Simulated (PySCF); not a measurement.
## Steps of a relaxation of HgF2

HgF2 (singlet). PySCF 2.14.0, RKS PBE0, Hg def2-SVP with ECP60, F def2-SVP; non-relativistic Hamiltonian with scalar-relativistic core potentials where named; density fitting; no spin-orbit coupling. Origin of the start: template. Columns: position (Å) and force (eV/Å). Energies are counted from the last step; some of the 8 steps are shown. Forces carry noise of the integration grid, about 0.01 to 0.03 eV/Å.

Run from Python with OMP_NUM_THREADS=2. Where DIIS fails, smearing, a level shift and second-order steps follow.
It took 7.4 s on 2 threads of Arm Neoverse V1, with other jobs on the host, from the converged density of the start.

```xyz
3
step 0  E = 2.505 eV
Hg    0.0000    0.0000   -0.1135     0.00    0.00   -3.74
F     1.6014    0.0000    0.6032     8.48    0.00    1.87
F    -1.6014    0.0000    0.6032    -8.48    0.00    1.87
```

```xyz
3
step 2  E = 0.423 eV
Hg    0.0000    0.0000    0.0369     0.00    0.00    1.68
F     1.9030    0.0000    0.5280    -0.38    0.00   -0.84
F    -1.9030    0.0000    0.5280     0.38    0.00   -0.84
```

```xyz
3
step 5  E = 0.013 eV
Hg    0.0000    0.0000    0.3130     0.00    0.00    0.30
F     1.9093    0.0000    0.3900     0.17    0.00   -0.15
F    -1.9093    0.0000    0.3900    -0.17    0.00   -0.15
```

**Question.** Where does the relaxation end?

**Answer.** It converges at step 7 in D∞h:
```xyz
3
step 7  E = 0
Hg    0.0000    0.0000    0.3648
F     1.9166    0.0000    0.3641
F    -1.9166    0.0000    0.3641
```

**Question.** How did the contacts change?

**Answer.** 
```csv
contact,start (Å),end (Å)
Hg1–F2 (F),1.754,1.917
Hg1–F3 (F),1.754,1.917
```
